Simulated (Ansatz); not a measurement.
A run for Ansatz (an electronic-structure program): U-CCSD(T)/cc-pVDZ on GaH4N (SMILES [NH2][GaH2]), a point of a bond scan (R = 1.718 Å). The run froze 15 orbitals, filled d shells among them.

Ansatz 0.2 input:
```yaml
crystal:
  periodic: [false, false, false]
  atoms:
    - {symbol: Ga, position_ang: [0.00714879, -0.17519761, -0.34209661]}
    - {symbol: H, position_ang: [-1.42148775, -0.06709002, -1.28974594]}
    - {symbol: H, position_ang: [1.33185945, -0.90944633, -0.72241143]}
    - {symbol: N, position_ang: [-0.02676587, 0.65595973, 1.28084855]}
    - {symbol: H, position_ang: [-0.82046562, 1.16143064, 1.63887754]}
    - {symbol: H, position_ang: [0.74596657, 0.66434142, 1.92618506]}
basis:
  gaussian:
    orbitals: cc-pVDZ
correlation: {method: ccsd_t, electrons: outside_noble_gas}
scf: {omitted_lower_state_checks: [cluster_reference]}
magnetization: {spin_polarized: true, initial_magnetization: 0}
```

Output:

```
WARN ansatz: RAYON_NUM_THREADS=1 ignored (pool sized by the plan → 1); use --threads N
Functional definition: HF
these checks for a lower state are left out or cut short: cluster_reference
integrals: 0.05 GiB planned
630 factors; integrals over basis functions are off by at most 1.4e-3 eV
mean field: 0.21 GiB planned
mean field evaluation 1: about -53875.9291 eV, gradient 2.3e1 eV
mean field evaluation 2: about -53875.9554 eV, gradient 2.3e1 eV
mean field evaluation 4: about -53878.3082 eV, gradient 1.5e0 eV
mean field evaluation 8: about -53878.3299 eV, gradient 3.7e-4 eV
mean field -53878.32993101 eV, -1979.9921049207 hartree, gradient 3.2e-6 eV, S^2 0.000000; 0 other end points of the search recorded, 0 dependent functions left out
15 core orbitals not correlated
reference -53878.32993101 eV, -1979.9921049207 hartree; 6, 6 occupied and 40, 40 virtual orbitals, 630 factors
second order -6.76490195 eV of doubles, -0.00000000 eV of singles
coupled cluster: 0.13 GiB planned
cycle   1  -7.21115673 eV  change   -4.5e-1 eV  update   7.3e-2
cycle   2  -7.44554593 eV  change   -2.3e-1 eV  update   2.4e-2
cycle   3  -7.51271320 eV  change   -6.7e-2 eV  update   1.5e-2
cycle   4  -7.51085570 eV  change    1.9e-3 eV  update   4.9e-3
cycle   5  -7.50981398 eV  change    1.0e-3 eV  update   2.1e-3
cycle   6  -7.50961026 eV  change    2.0e-4 eV  update   6.1e-4
cycle   7  -7.50950106 eV  change    1.1e-4 eV  update   1.5e-4
cycle   8  -7.50952645 eV  change   -2.5e-5 eV  update   4.8e-5
cycle   9  -7.50952796 eV  change   -1.5e-6 eV  update   1.2e-5
perturbative correction -0.17755736 eV, -0.0065251127 hartree
Total energy: -53886.01701633 eV, -1980.2746000959 hartree
Checks for a lower state left out: cluster_reference
```

The run converged.

Cost: around 2.0 core-seconds (rough).
